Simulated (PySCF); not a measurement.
Bonding in `CO[SiH](C)OC`

Compound: C₃H₁₀O₂Si.
Atom-mapped SMILES: `[CH3:1][O:2][SiH:3]([CH3:4])[O:5][CH3:6]` (hydrogens: H7, H8, H9 on C1; H10 on Si3; H11, H12, H13 on C4; H14, H15, H16 on C6)

Cartesian coordinates in Å at the GFN2-xTB level; atoms count from 1:
```
atom  x, y, z in Å
C1    -2.0614   -0.9191   -0.8443
O2    -1.2651    0.2009   -0.5854
Si3   -0.2728    0.4370    0.6866
C4     0.4631    2.1322    0.2837
O5     0.8078   -0.7653    0.9076
C6     1.8466   -1.2087    0.0816
H7    -2.3412   -0.8991   -1.8987
H8    -2.9654   -0.8880   -0.2314
H9    -1.5255   -1.8459   -0.6267
H10   -0.9252    0.3121    1.9832
H11    1.1890    2.4121    1.0402
H12   -0.3021    2.8998    0.2624
H13    0.9642    2.1434   -0.6805
H14    2.2423   -2.1317    0.5089
H15    2.6458   -0.4649    0.0347
H16    1.4923   -1.4057   -0.9333
```

Bond orders from the PBE0/pcSseg-1 density (PySCF). Isolated species at its GFN2-xTB geometry (one conformer only).

(1) How far do the computed orders between heavy atoms stray from the drawn ones?

(2) Give the Mayer order of every bond, beside its length.

(3) Sum the orders of all bonds at each heavy atom with more than one neighbour and set the sums beside the valence in the SMILES.

Results:

(1) The largest departure is 0.104, at C1–O2 (drawn single, 0.896) and O5–C6 (drawn single, 0.896).

(2) 
| bond | drawn as | length (Å) | Mayer order |
| --- | --- | --- | --- |
| C1–O2 | single | 1.398 | 0.896 |
| O2–Si3 | single | 1.630 | 0.995 |
| Si3–C4 | single | 1.891 | 0.928 |
| Si3–O5 | single | 1.632 | 0.996 |
| O5–C6 | single | 1.399 | 0.896 |
| C1–H7 | single | 1.091 | 0.973 |
| C1–H8 | single | 1.093 | 0.970 |
| C1–H9 | single | 1.092 | 0.962 |
| Si3–H10 | single | 1.457 | 0.896 |
| C4–H11 | single | 1.085 | 0.959 |
| C4–H12 | single | 1.084 | 0.961 |
| C4–H13 | single | 1.087 | 0.958 |
| C6–H14 | single | 1.091 | 0.972 |
| C6–H15 | single | 1.093 | 0.969 |
| C6–H16 | single | 1.093 | 0.962 |

(3) C1 3.801 (drawn 4), O2 1.891 (drawn 2), Si3 3.815 (drawn 4), C4 3.806 (drawn 4), O5 1.892 (drawn 2), C6 3.799 (drawn 4). Orders between atoms that aren't bonded are not in these sums.

Mayer orders depend on the basis set.
